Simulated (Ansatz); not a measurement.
Saddle point of Si$_{4}$H$_{10}$Cl$_{2}$, singlet (Si₄H₉Cl ([SiH3][Si]([SiH3])([SiH3])[Cl]) + HCl → Si₃H₆Cl₂ ([SiH3][Si]([SiH3])([Cl])[Cl]) + SiH₄; bonds formed: Si1–Cl7, Si2–H6; bonds broken: Si1–Si2, H6–Cl7), PBE0-D4/def2-TZVP structure:

```xyz
16
angstrom
Si -0.1291 0.4792 0.2000
Si 2.1704 -0.6961 -0.2544
Si -1.1041 1.2224 -1.7821
Si -1.1864 -0.3734 2.0944
Cl 1.1333 2.0442 0.8712
H 0.4878 -1.0125 -0.4005
Cl -1.0533 -1.8241 -0.7642
H 2.6898 -0.6144 1.1261
H 2.3420 -2.0604 -0.8133
H 2.7084 0.3290 -1.1721
H -2.5405 0.8621 -1.7658
H -0.3936 0.5742 -2.9116
H -0.9448 2.6993 -1.8781
H -1.0598 0.6074 3.2066
H -2.6151 -0.6008 1.7741
H -0.5049 -1.6364 2.4697
```

Energies are electronic, without zero-point energy. Barriers and step energies count from the start structure reached by relaxing down the imaginary mode; all methods use the PBE0-D4 structures, on which another method's saddle can fall below an end. Program: Ansatz 0.2.0. Basis: def2-TZVPP, with def2-QZVPP for the basis limit. Cores are frozen in the correlated methods. B3LYP uses VWN-RPA correlation. Extrapolation: Hartree–Fock as exp(−7.88 √X), correlation as X^−2.97.

```
      method  barrier (kJ/mol)  step energy (kJ/mol)
       SPW92              71.4                 -63.7
      PBE-D4                 ?                 -71.2
     BLYP-D4             105.8                 -83.4
   r2SCAN-D4             104.6                 -84.0
      B97M-V             127.0                 -82.0
     PBE0-D4             112.2                 -75.7
    B3LYP-D4             120.2                 -86.3
  r2SCAN0-D4                 ?                 -85.3
    BHLYP-D4             139.8                 -91.4
CAM-B3LYP-D4             132.1                 -91.3
     wB97X-V             134.4                 -87.0
     wB97M-V             121.7                 -89.6
      B2PLYP             127.7                 -96.8
    PBE-QIDH             123.5                 -86.6
  RPA on PBE             136.6                 -86.5
          HF             189.2                -119.8
         MP2                 ?                 -91.1
        CCSD             148.7                 -89.0
     CCSD(T)             136.4                 -84.8
```

Question: Fill in the withheld barriers. (An estimate is asked for; the value comes from the calculation.)

Answer: The calculation gives: MP2 123.6; PBE-D4 94.3; r2SCAN0-D4 117.2 kJ/mol. Each is the energy of the saddle less that of the start structure, by the same method.

For comparison, the barrier by CCSD(T) at an estimated basis limit (MP2 extrapolated from triple and quadruple zeta, plus CCSD(T) − MP2 in triple zeta) is 126.4 kJ/mol.

The T1 diagnostic stays at or below 0.014. The end structure is not quite a true minimum (one mode of 33i cm⁻¹).

Labels in which every atom is bracketed show which atoms are joined, not bond orders.

For scale, one of the runs: CCSD(T)/def2-TZVPP, 392 basis functions, launched by `ansatz run in.yaml --threads 4 --pin off --events-out ev --progress --plain --max-ram 41984MiB --backend cuda --devices 0, --max-vram 37GiB`. The run took 16 s on 4 CPU threads of an AMD EPYC 7R13 and a share of one NVIDIA H100 (shared host), with 0.9 GiB of host memory at its peak.
